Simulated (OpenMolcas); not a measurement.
## What dynamic correlation does to the levels of Ni+

| Item | Value |
| --- | --- |
| Program | OpenMolcas 26.06 |
| Basis | ANO-RCC-VTZP [6s5p3d2f1g] |
| Scalar Hamiltonian | DKH2, point nucleus |
| Active space | 9 electrons in 6 orbitals (3d 4s) |
| State averaging | 2S+1 = 2 even, 29 roots; 2S+1 = 4 even, 10 roots kept (CI in the orbitals of an earlier block) |
| Spin-orbit coupling | RASSI with atomic mean-field integrals over the reference wave functions, term energies averaged over their components |

Methods on the same reference wave functions:
A. CASSCF
B. SS-CASPT2, IPEA 0.25 Eh, imaginary shift 0.1 Eh (closed shells correlated: 3s 3p)
C. MS-CASPT2, IPEA 0.25 Eh, imaginary shift 0.1 Eh (closed shells correlated: 3s 3p)
D. XMS-CASPT2, IPEA 0.25 Eh, imaginary shift 0.1 Eh (closed shells correlated: 3s 3p)

Energies in cm⁻¹ above 3d⁹ ²D_5/2, the measured ground level; measured values from NIST Handbook of Basic Atomic Spectroscopic Data.

```json
{"Level": "3d⁸ 4s ⁴F_9/2", "A": "-25306", "B": "5540", "C": "6090", "D": "18580", "Measured": "8394"}
{"Level": "3d⁸ 4s ⁴F_7/2", "A": "-24386", "B": "6440", "C": "6990", "D": "19420", "Measured": "9330"}
{"Level": "3d⁸ 4s ⁴F_5/2", "A": "-23628", "B": "7210", "C": "7750", "D": "20220", "Measured": "10116"}
{"Level": "3d⁸ 4s ⁴F_3/2", "A": "-23090", "B": "7740", "C": "8290", "D": "20780", "Measured": "10664"}
{"Level": "3d⁸ 4s ²F_7/2", "A": "-19070", "B": "10430", "C": "10970", "D": "21840", "Measured": "13550"}
{"Level": "3d⁸ 4s ²F_5/2", "A": "-17628", "B": "11840", "C": "12390", "D": "23230", "Measured": "14996"}
{"Level": "3d⁸ 4s ²D_5/2 [69 %]", "A": "-7027", "B": "19850", "C": "20800", "D": "32740", "Measured": ""}
{"Level": "3d⁸ 4s ²D_3/2", "A": "-6694", "B": "20090", "C": "21140", "D": "32980", "Measured": ""}
{"Level": "3d⁸ 4s ⁴P_5/2 [72 %]", "A": "-4875", "B": "22200", "C": "22860", "D": "35020", "Measured": ""}
{"Level": "3d⁸ 4s ⁴P_3/2", "A": "-4786", "B": "22350", "C": "22910", "D": "35150", "Measured": "24788"}
{"Level": "3d⁸ 4s ⁴P_1/2", "A": "-4551", "B": "22600", "C": "23140", "D": "35390", "Measured": "24836"}
{"Level": "3d⁹ ²D_5/2", "A": "0.0", "B": "0.0", "C": "0.0", "D": "0.0", "Measured": "0.0"}
{"Level": "3d⁸ 4s ²P_3/2", "A": "641", "B": "26200", "C": "26750", "D": "38150", "Measured": "29071"}
{"Level": "3d⁸ 4s ²P_1/2", "A": "1186", "B": "26720", "C": "27260", "D": "38650", "Measured": "29593"}
{"Level": "3d⁹ ²D_3/2", "A": "1608", "B": "1605", "C": "1602", "D": "1614", "Measured": "1507"}
{"Level": "3d⁸ 4s ²G_9/2", "A": "2467", "B": "29980", "C": "30520", "D": "42100", "Measured": "32500"}
{"Level": "3d⁸ 4s ²G_7/2", "A": "2470", "B": "29980", "C": "30520", "D": "42100", "Measured": "32524"}
```

A puts 3d⁸ 4s ⁴F_9/2 lowest.

Deviations, from unrounded energies. A percentage is the sum of absolute deviations over the sum of measured energies, with the sign that they share, or ± where signs differ.

| Against measurement | Levels | A | B | C | D |
| --- | --- | --- | --- | --- | --- |
| mean absolute deviation (cm-1) | 13 | 29000 | 2600 | 2100 | 8900 |
| fine structure of the ground term (%) | 1 | +6.7 | +6.5 | +6.3 | +7.1 |
| other configurations (%) | 12 | -156.4 | -13.9 | -11.1 | +48.0 |

C lies closest to measurement on these levels and A furthest from it. The largest miss of C in the table is 3d⁸ 4s ²F_5/2, by -2600 cm-1. The ranking rests on the paired levels alone, and a cruder setting can come out closer through cancelling errors.

Among B to D the level of the table that moves most is 3d⁸ 4s ⁴F_9/2, by 13000 cm-1 (lowest in B, highest in D). Moves below CASPT2's spread within the term are not significant.

The two smallest mean deviations differ by little beside CASPT2's spread within terms, so their order carries little weight.

The lowest spin-free term lies below A's lowest term by 0.704 hartree in B, 0.707 hartree in C, 0.770 hartree in D.

Term energies are means over components that CASPT2 splits; among the terms shown or strongly mixed into the levels shown the widest spread is 1500 cm-1 (3d⁸ 4s ⁴F, D). Over all roots computed the reference weight is 0.85 to 0.92 in D; the roots of lowest weight are the least certain, and an intruder state may touch them. Terms from blocks run as CI alone lack orbitals of their own. A single d shell beside an s shell can misplace configurations of different d count against each other. Without dynamic correlation excited terms often stand tens of per cent too high (terms of higher spin than the ground term too low), and those without a measured partner can miss by more than the paired ones (holds for A). The lowest computed level is not the ground level that NIST lists (2D5/2) (holds for A). Some levels mix across a computed gap that differs much from the measured one, so their mixing is not that of the real levels (holds for B; C; D). Measured partners are found by configuration, term and J. A level has none where our copy of the source lacks it or the pairing is in doubt (some pairs that miss far off the trend of their configuration count as doubtful), and it then counts in no deviation. Only configurations of the active space appear.

A share in square brackets marks a mixed level and gives the weight of the term that names it, the lowest over the columns.
